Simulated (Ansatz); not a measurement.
Ansatz (an electronic-structure program) input (PBE/STO-3G):

Ansatz 0.2 input:
```yaml
crystal:
  periodic: [false, false, false]
  atoms:
    - {symbol: O, position_ang: [-0.31920100, 0.08444200, -2.01001800]}
    - {symbol: Si, position_ang: [-0.04228400, -0.01092900, -0.36327900]}
    - {symbol: Si, position_ang: [1.63982300, -1.50980800, 0.25237600]}
    - {symbol: Si, position_ang: [-1.96650600, -0.67728900, 0.81466900]}
    - {symbol: Si, position_ang: [0.63202600, 2.13064600, 0.30385100]}
    - {symbol: H, position_ang: [-0.53042900, -0.73035600, -2.47465700]}
    - {symbol: H, position_ang: [2.95551300, -1.33489300, -0.41622300]}
    - {symbol: H, position_ang: [1.26859500, -2.94979100, 0.23867000]}
    - {symbol: H, position_ang: [-2.42144900, -2.01281600, 0.34949000]}
    - {symbol: H, position_ang: [-3.07614700, 0.28752400, 0.61615800]}
    - {symbol: H, position_ang: [-1.65762700, -0.76253200, 2.26339600]}
    - {symbol: H, position_ang: [-0.34994400, 3.15323300, -0.13090000]}
    - {symbol: H, position_ang: [1.96253600, 2.46860800, -0.25730400]}
    - {symbol: H, position_ang: [0.71973200, 2.14880300, 1.78487200]}
basis:
  gaussian:
    orbitals: STO-3G
hamiltonian:
  xc: {name: PBE}
magnetization: {spin_polarized: true, initial_magnetization: 1}
output: {forces: true}
```

Output:

```
Functional definition: PBE
integrals: 0.02 GiB planned
567 factors; integrals over basis functions are off by at most 4.8e-5 eV
mean field: 0.15 GiB planned
mean field evaluation 1: about -33285.5093 eV, gradient 2.2e1 eV
mean field evaluation 2: about -33268.1236 eV, gradient 5.9e1 eV
mean field evaluation 4: about -33288.7475 eV, gradient 2.6e0 eV
mean field evaluation 8: about -33288.7195 eV, gradient 3.1e-2 eV
mean field -33288.71951305 eV, -1223.3378782002 hartree, gradient 3.9e-5 eV, S^2 0.751678; 0 other end points of the search recorded, 0 dependent functions left out
the calculation of the forces begins
reference -33288.71954170 eV, -1223.3378792530 hartree; 37, 36 occupied and 13, 14 virtual orbitals, 567 factors
Total energy: -33288.71954170 eV, -1223.3378792530 hartree
Atom 0 at    -0.319201     0.084442    -2.010018 Å, force     0.652814     4.125063    -0.314274 eV/Å
Atom 1 at    -0.042284    -0.010929    -0.363279 Å, force     0.364107    -0.738901     2.166044 eV/Å
Atom 2 at     1.639823    -1.509808     0.252376 Å, force    -0.158822     0.311029     0.333996 eV/Å
Atom 3 at    -1.966506    -0.677289     0.814669 Å, force     0.415286     0.173553    -0.272380 eV/Å
Atom 4 at     0.632026     2.130646     0.303851 Å, force    -0.267710    -0.552866    -0.285831 eV/Å
Atom 5 at    -0.530429    -0.730356    -2.474657 Å, force    -0.744218    -3.402113    -0.998268 eV/Å
Atom 6 at     2.955513    -1.334893    -0.416223 Å, force    -0.548624    -0.187752    -0.048388 eV/Å
Atom 7 at     1.268595    -2.949791     0.238670 Å, force     0.134703     0.479867    -0.326637 eV/Å
Atom 8 at    -2.421449    -2.012816     0.349490 Å, force     0.118853     0.587787     0.281516 eV/Å
Atom 9 at    -3.076147     0.287524     0.616158 Å, force     0.389203    -0.472115     0.171870 eV/Å
Atom 10 at    -1.657627    -0.762532     2.263396 Å, force    -0.255306     0.002514    -0.582410 eV/Å
Atom 11 at    -0.349944     3.153233    -0.130900 Å, force     0.474108    -0.341770     0.241390 eV/Å
Atom 12 at     1.962536     2.468608    -0.257304 Å, force    -0.564550    -0.066500     0.284460 eV/Å
Atom 13 at     0.719732     2.148803     1.784872 Å, force    -0.009842     0.082204    -0.651087 eV/Å
Dipole moment:    -0.048483    -0.147323    -0.072290 e Å
```

The geometry given is a B3LYP-D3(BJ)/def2-TZVP minimum.
